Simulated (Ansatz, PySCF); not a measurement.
Input for Ansatz (a first-principles code):
Ansatz 0.2 input:
```yaml
crystal:
  periodic: [false, false, false]
  atoms:
    - {symbol: Be, position_ang: [0.00000000, 0.00000000, 0.00000000]}
basis:
  gaussian:
    orbitals: STO-3G
hamiltonian:
  xc: {name: BHLYP}
accuracy: high
```

Problem. Give the equivalent PySCF input.

Solution. This is not unique; one that fits is 
```python
from pyscf import gto, scf, dft

mol = gto.Mole()
mol.atom = '''
    Be    0.00000000    0.00000000    0.00000000
'''
mol.basis = 'sto-3g'
mol.verbose = 3
mol.build()

mf = dft.RKS(mol)
mf.xc = 'bhandhlyp'
mf.grids.atom_grid = (99, 590)
mf.grids.prune = None
mf.kernel()
```

Both were run: Ansatz gave -14.443847 Eh and PySCF -14.443847 Eh, 0.000 mEh apart.
